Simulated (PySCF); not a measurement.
C₅H₉NO, SMILES CN1CCCC1=O.

Geometry: B3LYP-D3(BJ)/def2-SVP. The values are those of a single conformer.

Level of theory: SMD-B3LYP/6-31G* in PySCF.

Solvation free energies are E(SMD) − E(gas) at the gas-phase geometry, for 1 M in both phases. In vacuum the dipole moment is 3.68 D.

```json
[
 {"solvent": "water", "ΔG(solv) (kcal/mol)": "-6.0", "its non-electrostatic (CDS) part": "3.3", "dipole (D)": "5.29"},
 {"solvent": "1-octanol", "ΔG(solv) (kcal/mol)": "-7.3", "its non-electrostatic (CDS) part": "0.1", "dipole (D)": "4.94"},
 {"solvent": "cyclohexanone", "ΔG(solv) (kcal/mol)": "-7.0", "its non-electrostatic (CDS) part": "-2.2", "dipole (D)": "4.57"}
]
```
